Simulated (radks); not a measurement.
Values are calculated unless marked as measured or tabulated.
Kinetic energies: the exact non-interacting value of the Kohn-Sham orbitals and orbital-free approximations, as 100 (|E| - |E exact|)/|E exact|, negative where the magnitude is too small. Species: Cd2+ [Kr] 4d10; Yb+ [Xe] 4f14 6s1. Code: a radial shooting solver on a logarithmic mesh with Libxc functionals. Model: non-relativistic Kohn-Sham, LDA (Slater exchange, Perdew-Wang correlation), spin-polarised, spherical densities, point nucleus. Every spin shell is full or empty, so the densities are truly spherical. Functionals are evaluated on that one density, not self-consistently.

functional          Cd2+      Yb+
exact (hartree)  5458.19  13382.6
Thomas-Fermi       -5.36    -4.89
von Weizsacker    -57.92   -62.94
TF + vW           +36.72   +32.16
TF + vW/9          -0.68    -0.78
TF + vW/5          +3.06    +2.52
LC94               +0.07    -0.06
APBEK              +0.12    -0.02
revAPBEK           +0.31    +0.12
Perdew 92          -0.67    -0.77
Thakkar            -0.56    -0.81
Pearson            -0.93    -0.95
LKT               +19.47   +16.67
PG1               +15.30   +13.00
DePristo-Kress     -0.09    -0.26
Ernzerhof          -0.39    -0.55
